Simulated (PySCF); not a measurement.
## How methods differ on the ionisation energy of S⁺

S⁺ [Ne] 3s2 3p3 (4S) → S²⁺ [Ne] 3s2 3p2 (3P), as a difference of total energies. Calculation: PySCF 2.14, in Sapporo-DZP-2012; scalar relativity by spin-free X2C-1e. Correlated levels: valence: [Ne] frozen. The calculations carry no spin-orbit coupling.

```csv
method,ionisation energy (eV),difference from reference (eV)
UHF,22.768,-0.570
r2SCAN,23.576,+0.238
MN15,23.422,+0.084
MP2 (valence),23.248,-0.090
SCS-MP2 (valence),23.089,-0.249
CCSD (valence),23.177,-0.161
CCSD(T) (valence),23.182,-0.156
```

Reference: 23.338 eV (measured; NIST Atomic Spectra Database, ionization energies).

The reference lies between the lowest fine-structure levels, while these numbers refer to the centres of the terms.

Errors of the correlated levels include the incompleteness of this basis and the frozen core.
